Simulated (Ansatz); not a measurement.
```yaml
atoms:
  - { symbol: C, position_ang: [0.0001, 0.0000, -0.6043] }
  - { symbol: C, position_ang: [0.0000, -0.0001, 0.6042] }
  - { symbol: H, position_ang: [0.0001, 0.0000, -1.6792] }
  - { symbol: H, position_ang: [0.0000, 0.0001, 1.6792] }
```

Basis set: 6-31G* (spherical functions). Left uncorrelated: 2 orbitals. Charge 0, multiplicity 3.

Computed with Ansatz (development build ahead of 0.2.0); each method stands on the lowest determinant of its kind that the runs found.

The atomization energy at this shape (free ground-state atoms in the same class of orbitals less the molecule, no zero-point energy) of triplet C₂H₂:

```
method  atomization energy
   UHF        735.8 kJ/mol
```

**Question.** What does UHF-MP2 give?

**Answer.** 972.2 kJ/mol. Caution: another spin multiplicity may lie lower.
